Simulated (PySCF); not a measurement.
Harmonic spectrum computed at PBE0 in the def2-TZVP basis family (core potentials from Rb on, PySCF, no spin–orbit coupling):

| ω (cm⁻¹) | IR (km/mol) |
| --- | --- |
| 56 | 11.2 |
| 130 | 4.4 |
| 270 | 0.0 |
| 398 | 15.3 |
| 428 | 98.4 |
| 1156 | 62.7 |

Task: Which molecule gave it? In each, all ligands are bound to the one heavy central atom.
A. RuNCl₂ (doublet)
B. TaNCl₂ (singlet)
C. MoNCl₂ (doublet)
D. WNCl₂ (doublet)

Result: D. It has Cs symmetry with W–Cl 2.262 Å (×2), W–N 1.654 Å.
